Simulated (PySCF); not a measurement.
PySCF job for Cd(H)(OH) (CdH₂O), SMILES [OH][CdH], C-PCM-B3LYP/def2-TZVPD. Geometry optimised at PBE0-D3(BJ)/def2-TZVP. The def2 effective core potentials stand for the cores of Cd; spin–orbit coupling is left out.

```python
import numpy as np
from pyscf import gto, scf, dft
from pyscf.solvent import pcm

mol = gto.M(
    atom='''
    Cd   -0.00358243   -0.28453493    0.00000000
    H     0.00142832   -1.92516402    0.00000000
    O     0.11270237    1.68084641    0.00000000
    H    -0.73109088    2.13606946    0.00000000
    ''',
    basis='def2-TZVPD',
    ecp={'Cd': 'def2-tzvp'},
    charge=0,
    spin=0,
    max_memory=1600,
    verbose=3,
)
mf = dft.RKS(mol, xc='b3lyp').density_fit(auxbasis='def2-universal-jkfit')
mf.grids.level = 3
mf.conv_tol = 1e-9
mf.max_cycle = 100
mf.kernel()
res = {}
for name, eps in {'water': 78.355, 'acetone': 20.493, '1-octanol': 9.8629}.items():
    s = mf.PCM()
    s.with_solvent.method, s.with_solvent.eps, s.with_solvent.lebedev_order = 'C-PCM', eps, 29
    s.kernel(mf.make_rdm1())
    res[name] = (s.e_tot, eps, s.dip_moment(), s.mo_energy, s.converged)
    print(f'{name}: electrostatic solvation free energy {(s.e_tot - mf.e_tot) * 627.509474:.3f} kcal/mol')
```

Log of the run:

```
converged SCF energy = -244.27896806671

WARN: PCM is an experimental feature. It is still in testing.
Features and APIs may be changed in the future.

converged SCF energy = -244.298553479416
Dipole moment(X, Y, Z, Debye): -1.72646, -1.56011, -0.00000
water: electrostatic solvation free energy -12.290 kcal/mol

WARN: PCM is an experimental feature. It is still in testing.
Features and APIs may be changed in the future.

converged SCF energy = -244.297690740422
Dipole moment(X, Y, Z, Debye): -1.70182, -1.54752, -0.00000
acetone: electrostatic solvation free energy -11.749 kcal/mol

WARN: PCM is an experimental feature. It is still in testing.
Features and APIs may be changed in the future.

converged SCF energy = -244.296456748165
Dipole moment(X, Y, Z, Debye): -1.66718, -1.52910, -0.00000
1-octanol: electrostatic solvation free energy -10.974 kcal/mol
```

The run converged.
